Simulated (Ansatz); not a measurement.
# One elementary step

Start structure (AlH₃SeF₂, closed shell), relaxed at PBE0-D4/def2-TZVP:

Al1  (-0.655, -0.906, 0.010)
H2  (-1.946, -0.027, -0.176)
F3  (-0.071, -1.745, -1.295)
F4  (-0.328, -1.531, 1.512)
H5  (0.723, 1.771, 0.990)
Se6  (1.359, 0.828, 0.061)
H7  (0.917, 1.610, -1.102)
(Å)

The step: AlHF₂ ([F][AlH][F]) + H₂Se → AlHSeF₂ ([F][Al]([F])[SeH]) + H₂; bonds formed: H2–H5; dative contacts that become bonds: Al1–Se6; bonds broken: Al1–H2, H5–Se6. Program: Ansatz 0.2.0. Basis: def2-TZVPP and def2-QZVPP. Cores are frozen in the correlated methods. Filled d shells of the heavier atoms are correlated. The def2 sets are not built for correlating such inner shells, so the correlated values are less sure here. Extrapolation: Hartree–Fock as exp(−7.88 √X), correlation as X^−2.97. Energies below are by CCSD(T) at an estimated basis limit (MP2 extrapolated from triple and quadruple zeta, plus CCSD(T) − MP2 in triple zeta).

Problem. What are the electronic barrier and the energy of the step, from the start structure to the end structure? (An estimate is asked for; the value comes from the calculation.)

Solution. Computed: Barrier 18.58 kcal/mol; step energy -11.15 kcal/mol (downhill); reverse barrier, their difference, 29.73 kcal/mol. Barrier and step energy count from the start structure, the reverse barrier from the end structure.

The saddle point: One imaginary mode of 928i cm⁻¹.
```json
{"pair": "Al1–Se6", "start (Å)": "2.66", "saddle (Å)": "2.50", "end (Å)": "2.29"}
{"pair": "H2–H5", "start (Å)": "3.42", "saddle (Å)": "1.21", "end (Å)": "0.76"}
{"pair": "Al1–H2", "start (Å)": "1.57", "saddle (Å)": "1.68", "end (Å)": "2.28"}
{"pair": "H5–Se6", "start (Å)": "1.47", "saddle (Å)": "1.71", "end (Å)": "3.23"}
```

Zero-point energy (harmonic, PBE0-D4): ZPE is 17.74 kcal/mol at the start and 16.69 kcal/mol at the saddle, so the barrier goes from 18.58 to 17.52 kcal/mol.

The T1 diagnostic stays at or below 0.012.

Exchanges of this kind with a chalcogen hydride build sulfide and selenide films.

Labels in which every atom is bracketed show which atoms are joined, not bond orders.

For scale, one of the runs: CCSD(T)/def2-TZVPP, 194 basis functions, launched by `ansatz run in.yaml --threads 4 --pin off --events-out ev --progress --plain --max-ram 9574MiB`. Time: 2.2 min of wall clock on 4 CPU threads of an AMD EPYC; the host was shared. Peak host memory: 2.3 GiB.
